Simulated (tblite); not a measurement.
Species: C₅H₁₀BFSi₂.
Atom-mapped SMILES: `[CH:1]#[C:2][Si@@H:3]([F:4])[BH:5][CH:6]1[CH2:7][SiH2:8][CH2:9]1` (hydrogens: H10 on C1; H11 on Si3; H12 on B5; H13 on C6; H14, H15 on C7; H16, H17 on Si8; H18, H19 on C9)

Computed with GFN2-xTB (tblite), gas phase: L-BFGS steps from a force-field or distance-geometry start until the largest atomic force falls under 0.01 eV/Å.

Step 6: E = -684.5600 eV
```
atom  x, y, z in Å  |  force x, y, z in eV/Å
C1      3.2781    1.2444   -0.2602    0.063   0.071  -0.005
C2      2.8638    0.1824    0.1236    0.058   0.087  -0.026
Si3     2.0461   -1.4086    0.6171    0.237   0.067   0.070
F4      2.3371   -1.5621    2.2192    0.021  -0.009  -0.129
B5      0.1516   -1.4390    0.2205   -0.019   0.041   0.003
C6     -0.5543   -0.2496   -0.5034    0.095  -0.047   0.031
C7     -2.0655   -0.4090   -0.7700   -0.192  -0.225  -0.139
Si8    -2.4736    1.1424    0.2384   -0.025   0.041   0.038
C9     -0.5744    1.0571    0.3499    0.215   0.210   0.228
H10     3.6741    2.1701   -0.5787   -0.036  -0.109   0.043
H11     2.8372   -2.4874    0.0066    0.110   0.010   0.077
H12    -0.4505   -2.4085    0.4631   -0.231  -0.136   0.057
H13    -0.0208   -0.0274   -1.4283    0.034   0.012  -0.172
H14    -2.4432   -1.3467   -0.3712   -0.106  -0.035   0.038
H15    -2.3298   -0.4026   -1.8244    0.032   0.076  -0.075
H16    -2.9663    2.2562   -0.5751   -0.099   0.031   0.151
H17    -3.1463    0.8760    1.5140   -0.071   0.148  -0.095
H18    -0.0177    1.8845   -0.0902   -0.032  -0.116  -0.127
H19    -0.1555    0.9371    1.3483   -0.052  -0.117   0.032
```

Step 7: E = -684.5731 eV
```
atom  x, y, z in Å  |  force x, y, z in eV/Å
C1      3.2799    1.2466   -0.2598    0.016  -0.049   0.033
C2      2.8714    0.1840    0.1264    0.064   0.120  -0.047
Si3     2.0539   -1.4028    0.6109   -0.025  -0.058   0.119
F4      2.3423   -1.5633    2.2122    0.019   0.004  -0.091
B5      0.1468   -1.4378    0.2223    0.039  -0.064   0.031
C6     -0.5578   -0.2459   -0.5012    0.071  -0.141  -0.029
C7     -2.0732   -0.4145   -0.7751   -0.037  -0.047  -0.015
Si8    -2.4733    1.1437    0.2386   -0.003  -0.021  -0.003
C9     -0.5705    1.0623    0.3560    0.045   0.011   0.064
H10     3.6730    2.1667   -0.5778    0.050   0.096  -0.023
H11     2.8458   -2.4844    0.0161    0.136  -0.027   0.024
H12    -0.4630   -2.4121    0.4642   -0.101   0.019   0.032
H13    -0.0212   -0.0292   -1.4287   -0.016   0.019  -0.099
H14    -2.4489   -1.3547   -0.3781   -0.085   0.015   0.043
H15    -2.3309   -0.4095   -1.8317    0.032   0.101  -0.041
H16    -2.9746    2.2606   -0.5662   -0.075   0.019   0.140
H17    -3.1540    0.8858    1.5121   -0.053   0.130  -0.093
H18    -0.0088    1.8788   -0.0900   -0.018  -0.017  -0.145
H19    -0.1467    0.9351    1.3488   -0.059  -0.110   0.101
```

Step 8: E = -684.5779 eV
```
atom  x, y, z in Å  |  force x, y, z in eV/Å
C1      3.2813    1.2477   -0.2595    0.020  -0.034   0.026
C2      2.8742    0.1853    0.1269    0.038   0.066  -0.030
Si3     2.0569   -1.4014    0.6105   -0.090  -0.082   0.058
F4      2.3444   -1.5636    2.2088    0.029   0.004  -0.019
B5      0.1460   -1.4388    0.2235    0.041  -0.094   0.030
C6     -0.5578   -0.2464   -0.5011    0.034  -0.127  -0.046
C7     -2.0762   -0.4171   -0.7771    0.043   0.026   0.027
Si8    -2.4728    1.1437    0.2386    0.018  -0.040  -0.028
C9     -0.5686    1.0641    0.3591   -0.013  -0.093  -0.027
H10     3.6733    2.1668   -0.5777    0.070   0.142  -0.038
H11     2.8509   -2.4838    0.0196    0.132  -0.023   0.015
H12    -0.4691   -2.4133    0.4652   -0.047   0.073   0.027
H13    -0.0215   -0.0295   -1.4308   -0.042   0.011  -0.044
H14    -2.4525   -1.3573   -0.3791   -0.072   0.036   0.026
H15    -2.3307   -0.4095   -1.8350    0.029   0.092  -0.011
H16    -2.9787    2.2623   -0.5608   -0.065   0.018   0.128
H17    -3.1574    0.8913    1.5098   -0.054   0.116  -0.073
H18    -0.0065    1.8766   -0.0929   -0.016  -0.004  -0.113
H19    -0.1451    0.9323    1.3512   -0.054  -0.086   0.093
```

Question: Estimate the geometry and energy of step 9. (The exact step hangs on the optimiser's Hessian estimate; all steps are aligned on step 8, rigid shifts and turns removed.)

Answer: E = -684.5846 eV, largest force 0.245 eV/Å
```
atom  x, y, z in Å  |  force x, y, z in eV/Å
C1      3.2844    1.2499   -0.2590    0.038   0.017   0.005
C2      2.8782    0.1876    0.1271   -0.009  -0.014  -0.006
Si3     2.0599   -1.4011    0.6106   -0.106  -0.079  -0.055
F4      2.3477   -1.5641    2.2046    0.042   0.001   0.086
B5      0.1458   -1.4421    0.2257    0.022  -0.095   0.004
C6     -0.5567   -0.2497   -0.5021   -0.014  -0.081  -0.049
C7     -2.0791   -0.4205   -0.7793    0.123   0.090   0.056
Si8    -2.4716    1.1428    0.2378    0.043  -0.046  -0.052
C9     -0.5657    1.0643    0.3626   -0.051  -0.203  -0.127
H10     3.6751    2.1695   -0.5782    0.068   0.130  -0.032
H11     2.8605   -2.4835    0.0247    0.107   0.000   0.014
H12    -0.4787   -2.4137    0.4675    0.012   0.111   0.031
H13    -0.0228   -0.0296   -1.4351   -0.068  -0.008   0.032
H14    -2.4592   -1.3597   -0.3796   -0.046   0.070  -0.013
H15    -2.3295   -0.4069   -1.8394    0.023   0.066   0.042
H16    -2.9856    2.2650   -0.5504   -0.050   0.021   0.102
H17    -3.1633    0.9014    1.5050   -0.057   0.090  -0.035
H18    -0.0043    1.8732   -0.0995   -0.025  -0.031  -0.030
H19    -0.1448    0.9264    1.3564   -0.052  -0.040   0.025
```

The energy changes by -0.0067 eV. The first-order estimate −F·Δx gives -0.0094 eV and the mean of the old and new forces, exact on a quadratic surface, -0.0067 eV. The step makes an angle of 49° with the force vector and moves no atom by more than 0.013 Å.

What follows is the cost of the whole relaxation. Hardware: an Arm Neoverse N1 with one thread (shared host). Cost: 1.4 s of wall time.
